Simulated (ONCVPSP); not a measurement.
Potentials for carbon compared

Generated with ld1.x 7.5 (TM, RRKJ, ultrasoft, PAW), atompaw 4.2 or ONCVPSP 4.0.1. The cutoff is in Ry: for ld1.x and atompaw files where the sum of valence levels is converged to 10 mRy in a Bessel basis, for ONCV files where the hardest occupied wave has 1 mHa per electron of residual kinetic energy. The error is the largest all-electron minus pseudo excitation energy over each file’s own four to seven test configurations (ionisations up to +4, promotions, holes and added fractions of an electron), all of which were solved. The labels leave out finer settings (local radius, basis sizes, second energies), which also bear on the numbers. Spin-polarised tests are not counted. The rows are a selection from randomly drawn settings: files with unsolved tests, undetermined cutoffs or missed reference levels are left out.

A true bound ghost makes a file unfit for plane-wave use even where its test errors are small: the radial tests pick states by their node count and pass the ghost by.

| potential | cutoff (Ry) | largest error (meV) | bound ghosts |
| --- | --- | --- | --- |
| ONCV, Wu-Cohen, scalar-relativistic, rc 1.05/3.10/2.45 (spd), local smoothed, core correction yes, reference 2s2 2p2, qcut 4.8/4.7/3.4, projectors 2/1/2 | 97 | +2514 | none |
| ONCV, LDA (Perdew-Wang 92), scalar-relativistic, rc 1.15/1.95 (sp), local smoothed, core correction no, reference 2s2 2p1, qcut 6.6/7.2, projectors 2/1 | 37 | +427 | none |
| ONCV, PBE, scalar-relativistic, rc 1.10/2.85/2.65 (spd), local smoothed, core correction yes, reference 2s2 2p1, qcut 6.9/4.3/3.2, projectors 2/2/2 | 41 | +1380 | none |
| ONCV, PW91, scalar-relativistic, rc 0.90/3.00 (sp), local s, core correction yes, reference 2s2 2p2, qcut 7.3/4.7, projectors 0/3 | 40 | +2433 | none |
| ONCV, PBEsol, scalar-relativistic, rc 1.05/3.20 (sp), local smoothed, core correction yes, reference 2s1 2p3, qcut 5.8/5.1, projectors 3/2 | 40 | +1913 | s |
| ONCV, PBE, scalar-relativistic, rc 1.10/0.85/1.05 (spd), local smoothed, core correction yes, reference 2s2, qcut 7.1/8.9/8.4, projectors 2/2/1 | 42 | +35 | none |

Fill in the row for C: ONCV, PBE, scalar-relativistic, rc 0.90/2.00 (sp), local smoothed, core correction yes, reference 2s2 2p1, qcut 7.4/7.9, projectors 2/1.

cutoff 41 Ry, largest error +337 meV, bound ghosts: none.

Fill in the row for C: ONCV, BLYP, scalar-relativistic, rc 0.95/1.80 (sp), local s, core correction no, reference 2s2 2p1, qcut 5.9/6.5, projectors 0/2.

cutoff 42 Ry, largest error +395 meV, bound ghosts: none.

Fill in the row for C: ONCV, PW91, scalar-relativistic, rc 0.40/2.35/1.90 (spd), local smoothed, core correction no, reference 1s2 2s2 2p2, qcut 34.1/4.6/5.6, projectors 2/2/1.

cutoff 779 Ry, largest error +1478 meV, bound ghosts: p.
